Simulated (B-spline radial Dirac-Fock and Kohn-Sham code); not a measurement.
Tb⁷⁺: eigenvalues, ΔSCF and the reference

System: terbium as Tb⁷⁺, configuration 1s2 2s2 2p6 3s2 3p6 3d10 4s2 4p6 4d10 4f7 5s2 5p3.

The density-functional columns are spherical, spin-unpolarised Dirac-Kohn-Sham results without Breit or QED terms: −ε is minus the orbital energy of the initial state and ΔSCF the difference of two total energies. The reference in the last column comes from Dirac-Fock (average of configuration) total-energy differences with a finite nucleus, the Breit interaction including its frequency dependence, and self-energy and vacuum-polarisation corrections. All numbers are from a B-spline atomic structure program, in eV; a selection of levels is shown. For the 1s level of heavy atoms much of the gap between ΔSCF and the reference is the Breit and QED part, -227.0 eV here; for other levels the error of the functional can be larger.

```csv
level,PBE −ε,PBE ΔSCF,LDA −ε,LDA ΔSCF,Dirac-Fock
K (1s),51904.2,52376.5,51856.2,52327.0,52112.8
L1 (2s),8690.4,8778.8,8683.9,8772.6,8832.4
L2 (2p1/2),8264.4,8376.0,8261.7,8373.4,8370.9
L3 (2p3/2),7517.9,7618.0,7516.0,7616.3,7633.2
M1 (3s),2012.3,2041.6,2010.5,2040.0,2086.6
M2 (3p1/2),1826.9,1857.9,1826.3,1857.4,1886.9
M3 (3p3/2),1672.8,1701.9,1672.4,1701.6,1732.3
M4 (3d3/2),1353.3,1387.0,1353.6,1387.3,1393.2
M5 (3d5/2),1319.7,1352.7,1320.0,1353.0,1360.3
N1 (4s),484.3,499.3,483.5,498.6,521.7
N3 (4p3/2),376.9,391.3,376.5,390.9,407.2
N4 (4d3/2),256.8,270.8,256.8,270.8,274.8
N5 (4d5/2),250.4,264.3,250.5,264.4,268.6
"N6,7 (4f)",106.1,118.6,106.5,119.0,115.4
O1 (5s),141.1,149.9,141.5,150.4,148.4
"O2,3 (5p)",114.4,122.5,114.8,123.0,120.8
```

Question: Order the estimates of the K (1s) level by their distance from the Dirac-Fock value, nearest first.
A. PBE ΔSCF
B. LDA −ε
C. LDA ΔSCF
D. PBE −ε

Answer: D (208.6 eV), C (214.2 eV), B (256.6 eV), A (263.7 eV).

An eigenvalue near the reference for a deep level is a cancellation of errors: it lacks relaxation, carries self-interaction and omits Breit and QED terms.

Values without a named source are computed, but for edge energies of neutral atoms, which are taken from tables.
